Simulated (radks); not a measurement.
Question: All-electron atom: Pt4+ in [Kr] 4d10 4f14 5s2 5p(1/2: 2, 3/2: 3) 5d(3/2: 4, 5/2: 3) (not the ground configuration). Calculated with a radial shooting solver on a logarithmic mesh with Libxc functionals: Dirac Kohn-Sham, BLYP, spin-unpolarised, spherical densities, finite nucleus; Fermi nuclear charge, rms radius 5.427 fm. Some entries of the table are withheld. Estimate them.

| orbital | occ. | eigenvalue (Ry) | <r> (bohr) | <r^2> (bohr^2) |
|---|---|---|---|---|
| 1s1/2 | 2 | -5757.482 | 0.01715 | 0.0004063 |
| 2s1/2 | 2 | -1014.007 | 0.07170 | 0.006146 |
| 2p1/2 | 2 | -972.3698 | 0.05906 | 0.004355 |
| 2p3/2 | 4 | -845.2596 | 0.06749 | 0.005546 |
| 3s1/2 | 2 | -241.1691 | 0.1866 | 0.03995 |
| 3p1/2 | 2 | -222.4049 | 0.1768 | 0.03646 |
| 3p3/2 | 4 | -194.4645 | 0.1923 | 0.04292 |
| 3d3/2 | 4 | -163.0937 | 0.1676 | 0.03298 |
| 3d5/2 | 6 | -157.0702 | 0.1723 | 0.03474 |
| 4s1/2 | 2 | -54.89610 | 0.4150 | 0.1946 |
| 4p1/2 | 2 | -46.92290 | 0.4178 | 0.1989 |
| 4p3/2 | 4 | -40.26483 | 0.4517 | 0.2321 |
| 4d3/2 | 4 | -27.17584 | 0.4616 | 0.2466 |
| 4d5/2 | 6 | -25.93731 | 0.4728 | 0.2585 |
| 5s1/2 | 2 | -11.30083 | 0.9440 | 0.9988 |
| 4f5/2 | 6 | -9.20966 | (1) | 0.3171 |
| 4f7/2 | 8 | -8.95479 | (2) | 0.3261 |
| 5p1/2 | 2 | (3) | 1.017 | 1.166 |
| 5p3/2 | 3 | (4) | 1.107 | 1.380 |
| 5d3/2 | 4 | -4.01394 | 1.400 | (5) |
| 5d5/2 | 3 | -3.87963 | 1.439 | (6) |

Answer: 
(1) 4f5/2 <r> (bohr): 0.5108
(2) 4f7/2 <r> (bohr): 0.5179
(3) 5p1/2 eigenvalue (Ry): -8.71723
(4) 5p3/2 eigenvalue (Ry): -7.56636
(5) 5d3/2 <r^2> (bohr^2): 2.251
(6) 5d5/2 <r^2> (bohr^2): 2.375
